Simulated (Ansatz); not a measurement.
Molecule: CH₈O₂Si₂, charge 0, multiplicity 1. SMILES: [SiH3]OCO[SiH3]
Geometry from a B3LYP-D3(BJ)/def2-TZVP (Ansatz, a program for electronic structure) optimisation:
```xyz
13

Si     1.7815    -1.0026     0.4465
O      0.4793    -0.2456     1.1420
C      0.0199     1.0224     0.7533
O     -0.4641     1.0298    -0.5642
Si    -1.7976     0.1745    -1.0567
H      1.4384    -1.5932    -0.8660
H      2.8836    -0.0261     0.2652
H      2.1754    -2.0703     1.3862
H     -0.7714     1.2987     1.4559
H      0.8308     1.7551     0.7941
H     -2.2008     0.7657    -2.3474
H     -1.4940    -1.2622    -1.2378
H     -2.8780     0.3183    -0.0500
```
Charge 0, spin multiplicity 1.

Wanted: atomisation energy (electronic, to ground-state atoms), in eV. Valence correlation only, unless marked. UHF or UKS for open shells. No spin-orbit coupling. Non-relativistic. The coupled-cluster limit lacks core correlation, which all-electron functionals hold. Basis-set limits of correlation are two-point, X^-3; Hartree-Fock from the larger set.

```json
[
 {"level": "HF/cc-pV(D+d)Z", "program": "Ansatz", "atomisation energy (eV)": "33.38"},
 {"level": "revPBE-D4/def2-TZVPD", "program": "Ansatz + dftd4", "atomisation energy (eV)": "45.85"},
 {"level": "r2SCAN/def2-TZVPD", "program": "Ansatz", "atomisation energy (eV)": "46.65"},
 {"level": "LC-wPBE-D4/def2-TZVPD", "program": "Ansatz + dftd4", "atomisation energy (eV)": "46.61"}
]
```

Task: Estimate the value at CCSD(T)/CBS(cc-pV(T+d)Z,cc-pV(Q+d)Z) as computed with Ansatz.

Result: 46.98 eV
